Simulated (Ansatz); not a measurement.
Problem. Name a neutral molecule of C, I, O, Si and H with HOMO energy (PBE0/def2-TZVPP) between -7.85 and -7.55 eV and HOMO–LUMO gap (PBE/def2-TZVPP) between 4.75 and 5.05 eV (Ansatz, PBE0-D4/def2-TZVP geometry).

Solution. `I[SiH]1CO1` (-7.60 eV, 4.76 eV). Other molecules can fit too; these were computed, each in one conformer that needn't be the lowest.
